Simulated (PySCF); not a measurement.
Sb(Br)(Me)2 (C2H6BrSb), SMILES [Br][Sb]([CH3])[CH3].

The structure is a stationary point at PBE-D3(BJ)/def2-SVP. The structure was generated by enumeration; whether it is a known compound was not checked. The def2 effective core potentials stand for the cores of Sb; spin–orbit coupling is left out.

Computed with PySCF with PBE-D3(BJ)/def2-SVP.

Frequencies are harmonic and unscaled.

```json
[
 {"mode": "1", "ν (cm⁻¹)": "97", "IR (km/mol)": "0.1", "moving atoms (share of kinetic energy)": "H 88 %"},
 {"mode": "2", "ν (cm⁻¹)": "115", "IR (km/mol)": "0.0", "moving atoms (share of kinetic energy)": "H 89 %, C 9 %"},
 {"mode": "3", "ν (cm⁻¹)": "126", "IR (km/mol)": "0.4", "moving atoms (share of kinetic energy)": "C 48 %, H 37 %, Br 9 %"},
 {"mode": "4", "ν (cm⁻¹)": "135", "IR (km/mol)": "0.4", "moving atoms (share of kinetic energy)": "C 45 %, H 32 %, Br 15 %, Sb 9 %"},
 {"mode": "5", "ν (cm⁻¹)": "178", "IR (km/mol)": "0.9", "moving atoms (share of kinetic energy)": "C 52 %, H 36 %, Sb 11 %"},
 {"mode": "6", "ν (cm⁻¹)": "235", "IR (km/mol)": "18.1", "moving atoms (share of kinetic energy)": "Br 59 %, Sb 40 %"},
 {"mode": "7", "ν (cm⁻¹)": "491", "IR (km/mol)": "13.9", "moving atoms (share of kinetic energy)": "C 73 %, H 17 %, Sb 10 %"},
 {"mode": "8", "ν (cm⁻¹)": "492", "IR (km/mol)": "20.6", "moving atoms (share of kinetic energy)": "C 71 %, H 18 %, Sb 11 %"},
 {"mode": "9", "ν (cm⁻¹)": "695", "IR (km/mol)": "3.8", "moving atoms (share of kinetic energy)": "H 87 %, C 12 %"},
 {"mode": "10", "ν (cm⁻¹)": "719", "IR (km/mol)": "0.5", "moving atoms (share of kinetic energy)": "H 84 %, C 16 %"},
 {"mode": "11", "ν (cm⁻¹)": "732", "IR (km/mol)": "20.5", "moving atoms (share of kinetic energy)": "H 82 %, C 17 %"},
 {"mode": "12", "ν (cm⁻¹)": "803", "IR (km/mol)": "22.7", "moving atoms (share of kinetic energy)": "H 79 %, C 20 %"},
 {"mode": "13", "ν (cm⁻¹)": "1154", "IR (km/mol)": "0.0", "moving atoms (share of kinetic energy)": "H 83 %, C 17 %"},
 {"mode": "14", "ν (cm⁻¹)": "1168", "IR (km/mol)": "1.5", "moving atoms (share of kinetic energy)": "H 83 %, C 17 %"},
 {"mode": "15", "ν (cm⁻¹)": "1366", "IR (km/mol)": "7.2", "moving atoms (share of kinetic energy)": "H 95 %"},
 {"mode": "16", "ν (cm⁻¹)": "1376", "IR (km/mol)": "0.0", "moving atoms (share of kinetic energy)": "H 95 %"},
 {"mode": "17", "ν (cm⁻¹)": "1376", "IR (km/mol)": "4.8", "moving atoms (share of kinetic energy)": "H 95 %"},
 {"mode": "18", "ν (cm⁻¹)": "1389", "IR (km/mol)": "13.5", "moving atoms (share of kinetic energy)": "H 95 %"},
 {"mode": "19", "ν (cm⁻¹)": "2981", "IR (km/mol)": "5.7", "moving atoms (share of kinetic energy)": "H 98 %"},
 {"mode": "20", "ν (cm⁻¹)": "2982", "IR (km/mol)": "3.7", "moving atoms (share of kinetic energy)": "H 98 %"},
 {"mode": "21", "ν (cm⁻¹)": "3096", "IR (km/mol)": "0.3", "moving atoms (share of kinetic energy)": "H 91 %, C 9 %"},
 {"mode": "22", "ν (cm⁻¹)": "3096", "IR (km/mol)": "3.2", "moving atoms (share of kinetic energy)": "H 90 %, C 10 %"},
 {"mode": "23", "ν (cm⁻¹)": "3116", "IR (km/mol)": "0.4", "moving atoms (share of kinetic energy)": "H 90 %, C 10 %"},
 {"mode": "24", "ν (cm⁻¹)": "3116", "IR (km/mol)": "1.6", "moving atoms (share of kinetic energy)": "H 90 %, C 10 %"}
]
```
